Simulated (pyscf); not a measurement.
H₃C–CH(CH₃)–Cl + bromide (Br⁻) → chloride (Cl⁻) + H₃C–CH(CH₃)–Br, a substitution at C (singlet surface; C–Cl broken, Br–C formed). Single points on ωB97X-D3(BJ)/def2-SVPD structures (PySCF, gas phase). Energies in kcal/mol from the separated reactants.

Small-basis levels: PySCF, no dispersion term, spherical d functions. 

Task: In single points B3LYP/LANL2DZ puts the saddle at -2.5 kcal/mol and the reaction energy at +13.1 kcal/mol. Should these be trusted to within a few kcal/mol? Compare with ωB97M-D3(BJ)/def2-TZVPD.

Result: ωB97M-D3(BJ)/def2-TZVPD gives ΔE‡ = 11.8 kcal/mol and ΔE = +9.2 kcal/mol. B3LYP/LANL2DZ lies 14.3 kcal/mol under it in the barrier and 3.9 kcal/mol over it in the reaction energy, so on this step it does not hold to within 3.0 kcal/mol. At B3LYP/LANL2DZ this geometry lies under one side, so its ΔE‡ may be no barrier of that level. ωB97M-D3(BJ)/def2-TZVPD has limits of its own. On the reactant side the descent ends in a bound adduct, 11.6 kcal/mol under the separated species and 24.2 kcal/mol under the saddle at ωB97X-D3(BJ)/def2-TZVPD. On the product side the descent ends in a bound adduct, 13.4 kcal/mol under the separated species and 17.7 kcal/mol under the saddle at ωB97X-D3(BJ)/def2-TZVPD. This is the saddle that the search found; another between the same sides may lie lower. The angle at the attacked C is 157°. In the def2 sets elements up to Kr have no core potential.
